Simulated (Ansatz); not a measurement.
Input for Ansatz (development build ahead of 0.2.0):

```yaml
crystal:
  periodic: [false, false, false]
  atoms:
    - { symbol: Cu, position_ang: [0.0, 0.0, 0.0] }
basis:
  gaussian: { orbitals: def2-TZVP }
magnetization:
  spin_polarized: true
  initial_magnetization: 1
hamiltonian:
  xc: hf
correlation:
  method: mp2
  frozen_orbitals: { Cu: 5 }
```

The input is written out in the form of the current development build from the run's settings.

The run gave:

```
Converged                       : yes
Reference energy                : -1638.92308 hartree
Correlation energy              : -0.66408 hartree
Total energy                    : -1639.58716 hartree
Spin squared of the determinant : 0.752
```
